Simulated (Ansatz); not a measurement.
One geometry of Ti₂S₃, several levels of theory.

```yaml
crystal:
  periodic: [false, false, false]
  atoms:
    - {symbol: Ti, position_ang: [0.528235, -0.581682, -0.933704]}
    - {symbol: Ti, position_ang: [0.210626, -0.107134, 1.197279]}
    - {symbol: S, position_ang: [-0.423327, -2.160689, 0.418364]}
    - {symbol: S, position_ang: [0.865833, 1.740491, -0.258885]}
    - {symbol: S, position_ang: [-1.181367, 1.109014, -0.423044]}
basis:
  gaussian: {orbitals: def2-TZVP, initial_orbitals: start.molden}
hamiltonian: {xc: pbe}
correlation: {method: rpa}
scf: {omitted_lower_state_checks: [starts]}
```

The file start.molden holds the orbitals of an earlier run on this structure, at another level or in another basis.

```sh
$ ansatz run in.yaml --threads 4 --pin off --events-out ev --progress --plain --max-ram 4787MiB
```

It prints (some lines left out):

```
Functional definition: PBE
1458 factors; integrals over basis functions are off by at most 6.2e-4 eV
mean field evaluation 1: about -78715.4784 eV, gradient 1.5e1 eV
mean field evaluation 2: about -78715.7329 eV, gradient 4.2e-1 eV
mean field evaluation 4: about -78715.7312 eV, gradient 1.3e-2 eV
mean field evaluation 8: about -78715.7312 eV, gradient 1.3e-6 eV
mean field -78715.73117109 eV, -2892.7497650986 hartree, gradient 1.8e-6 eV, S^2 0.000000; 0 other end points of the search recorded, 0 dependent functions left out
25 core orbitals not correlated: weight in the atoms' cores, before any rotation towards them, 1.000 or more for the frozen orbitals, at most 0.000 for the correlated occupied ones
reference -78621.89041287 eV, -2889.3011808416 hartree; 21, 21 occupied and 155, 155 virtual orbitals, 1458 factors
Total energy: -78677.13237867 eV, -2891.3312856405 hartree
Checks for a lower state left out: starts
```

It took 15 s on 4 threads of Intel Xeon on a shared host.

First input, but with `hamiltonian: {xc: {name: BLYP}, dispersion: d4}`, `output: {orbitals: {seedname: orbitals}}` and without the key `correlation` (abridged; 8.5 s):

```
Functional definition: BLYP
mean field -78742.68266145 eV, -2893.7402141011 hartree, gradient 2.0e-5 eV, S^2 0.000000
Total energy: -78743.34540198 eV, -2893.7645693661 hartree
Checks for a lower state left out: starts
```

As the first input, with `hamiltonian: {xc: {name: CAM-B3LYP}, dispersion: d4}`, `output: {orbitals: {seedname: orbitals}}` and without the key `correlation` (abridged; 29 s):

```
Functional definition: CAM-B3LYP
mean field -78741.76728148 eV, -2893.7065745077 hartree, gradient 2.5e-5 eV, S^2 0.000000
Total energy: -78742.05429061 eV, -2893.7171218986 hartree
Checks for a lower state left out: starts
```

The first input with `hamiltonian: {xc: pbe, dispersion: d4}`, `output: {forces: true, orbitals: {seedname: orbitals}}` and without the key `correlation` (abridged; 10 s):

```
Functional definition: PBE
mean field -78715.73119850 eV, -2892.7497661060 hartree, gradient 2.2e-5 eV, S^2 0.000000
Total energy: -78716.04790008 eV, -2892.7614046742 hartree
Atom 0 force    -0.003086     0.059168    -0.311682 eV/Å
Atom 1 force    -0.085034     0.185731     0.243977 eV/Å
Atom 2 force    -0.001699    -0.039903     0.007850 eV/Å
Atom 3 force    -0.548436    -0.274317    -0.019725 eV/Å
Atom 4 force     0.638255     0.069320     0.079579 eV/Å
Dipole moment:     0.543712     0.135736     0.050749 e Å
Checks for a lower state left out: starts
```

As the first input, with `correlation: {method: ccsd_t}`, `output: {orbitals: {seedname: orbitals}}` and without the key `hamiltonian` (abridged; 10 min):

```
Functional definition: HF
mean field evaluation 16: about -78626.8756 eV, gradient 2.7e-2 eV
mean field evaluation 32: about -78626.8757 eV, gradient 1.9e-8 eV
mean field evaluation 64: about -78616.7869 eV, gradient 1.1e1 eV
mean field evaluation 96: about -78624.8905 eV, gradient 6.4e-1 eV
mean field evaluation 128: about -78612.7832 eV, gradient 1.5e1 eV
mean field -78626.87566466 eV, -2889.4843854659 hartree, gradient 3.1e-8 eV, S^2 0.000000; 1 other end points of the search recorded, 0 dependent functions left out; unrestricted orbitals would lower it
mean field evaluation 160: about -78627.9311 eV, gradient 5.4e0 eV
mean field evaluation 192: about -78625.5493 eV, gradient 2.5e-2 eV
mean field evaluation 224: about -78625.4065 eV, gradient 2.7e0 eV
mean field evaluation 256: about -78628.6020 eV, gradient 2.5e-4 eV
determinant -78626.87566466 eV, -2889.4843854659 hartree, with singles and doubles -78661.39212400 eV, -2890.7528419505 hartree
determinant -78625.54928806 eV, -2889.4356420249 hartree, with singles and doubles -78661.70229692 eV, -2890.7642405950 hartree
determinant -78624.98591900 eV, -2889.4149385937 hartree, with singles and doubles -78658.32266572 eV, -2890.6400414393 hartree
determinant -78626.87566466 eV, -2889.4843854659 hartree, with singles and doubles -78662.00495980 eV, -2890.7753632505 hartree
determinant -78625.54928806 eV, -2889.4356420249 hartree, with singles and doubles -78661.69998737 eV, -2890.7641557204 hartree
unrestricted determinant -78628.60196164 eV, -2889.5478257097 hartree, S^2 1.7297
25 core orbitals not correlated: weight in the atoms' cores, before any rotation towards them, 1.000 or more for the frozen orbitals, at most 0.000 for the correlated occupied ones
second order -39.43296677 eV of doubles, -0.00000000 eV of singles
cycle   1  -36.15069048 eV  change    8.8e-6 eV  update   5.0e-6
perturbative correction -3.04265055 eV, -0.1118153454 hartree
WARN: the results are in doubt because among natural orbitals full CI differs from the method by -0.214 eV
Total energy: -78664.74262909 eV, -2890.8759707414 hartree
In doubt: among natural orbitals full CI differs from the method by -0.214 eV
Checks for a lower state left out: starts
```

The first input with `hamiltonian: {xc: r2scan, dispersion: d4}`, `output: {orbitals: {seedname: orbitals}}` and without the key `correlation` (abridged; 16 s):

```
Functional definition: r2SCAN
mean field -78737.17553217 eV, -2893.5378308330 hartree, gradient 1.1e-5 eV, S^2 0.000000
Total energy: -78737.23671727 eV, -2893.5400793437 hartree
Checks for a lower state left out: starts
```

First input, but with `hamiltonian: {xc: pbe0, dispersion: d4}`, `output: {orbitals: {seedname: orbitals}}` and without the key `correlation` (abridged; 14 s):

```
Functional definition: PBE0
mean field -78717.97970880 eV, -2892.8323973355 hartree, gradient 5.1e-5 eV, S^2 0.000000
Total energy: -78718.24947910 eV, -2892.8423112109 hartree
Checks for a lower state left out: starts
```

Geometry: PBE-D4/def2-SVP.

Correlated methods freeze 25 core orbitals; core or outer-core shells of Ti are correlated, in sets that lack core-valence functions. At CCSD(T)/def2-TZVP the program marks the result for the charge 0 singlet as doubtful (large difference). At CCSD(T)/def2-TZVP the stability test found the charge 0 singlet unstable. Another isomer (singlet) lies 2.50 eV lower at PBE0-D4/def2-TZVP; other spin states weren't run for this one.
